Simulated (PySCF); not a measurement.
# Electron correlation in Fe (iron, neutral)

[Ar] 3d6 4s1 4p1, one real determinant (an excited configuration). Calculation: PySCF 2.14, in dyall-av2z; the non-relativistic Hamiltonian (point nucleus). Frozen: [Ar]; 8 electrons correlated; the 25 highest virtual orbitals of each spin left out.

MP2 pair energies summed by pair of shells (mhartree):

```tsv
pair	energy	share (%)
3d-3d	-113.07	84.2
3d-4s	-12.61	9.4
3d-4p	-6.71	5.0
4s-4p	-1.90	1.4
```

Total MP2 correlation energy: -134.28 mhartree.

Same-spin part -82.07 and opposite-spin part -52.22 mhartree; SCS-MP2 scales them by 1/3 and 6/5 to -90.02 mhartree.

The reference is one real determinant that mixes LS terms of this configuration.
